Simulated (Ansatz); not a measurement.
`CBP` + `[SiH3]S` → `CBS[SiH3]` + PH₃ at 600 K and 1 bar (cleavage of the B–P bond).

Isolated molecules relaxed with PBE0-D4/def2-TZVP in Ansatz; ΔE leaves out vibrations. CCSD(T)/CBS is the MP2 limit (def2-TZVPP, def2-QZVPP) plus CCSD(T) − MP2 in def2-TZVPP, frozen cores. This one scheme is used for every species. Each species was taken in one conformer, which may not be the lowest.

```csv
species,CCSD(T)/CBS energy (Eh),H − E (kJ/mol),S (J/(mol·K))
`CBP`,-407.38441,222.4,369.6
`[SiH3]S`,-689.27336,126.3,326.2
`CBS[SiH3]`,-753.96029,262.9,441.2
PH₃,-342.72256,86.3,240.2
```

H − E and S are ideal-gas, rigid-rotor, harmonic terms from PBE0-D4/def2-TZVP, for one conformer and one mirror image of each species. 1 Eh = 2625.50 kJ/mol, R = 8.31446 J/(mol·K).

Question: By hand: ΔE, ΔH, ΔS and ΔG.

Answer: ΔE = (-753.96029) + (-342.72256) − (-407.38441) − (-689.27336) = -0.02508 Eh = -65.8 kJ/mol. Δ(H − E) = 262.9 + 86.3 − 222.4 − 126.3 = 0.5, so ΔH = -65.3 kJ/mol. ΔS = 441.2 + 240.2 − 369.6 − 326.2 = -14.4 J/(mol·K). ΔG = -65.3 − 600 × (-14.4)/1000 = -56.7 kJ/mol.

Question: By hand: the equilibrium constant, and the temperature at which ΔG would vanish if ΔH and ΔS stayed fixed.

Answer: log₁₀ K = −ΔG/(RT ln 10) = 4.9. ΔG = 0 at ΔH/ΔS = 4535 K, far beyond where these terms or the molecules hold.

The number of gas molecules stays the same, so ΔS is small and ΔH decides. A doubt of 5 kJ/mol in ΔE shifts log₁₀ K by 0.4 here. Other conformers and mirror images would add mixing entropy, several J/(mol·K) or more a flexible species. These are equilibria of isolated gas molecules and say nothing of rates. Largest T1 diagnostic: 0.015 (customary marks: 0.02 for closed shells, 0.045 for open ones).
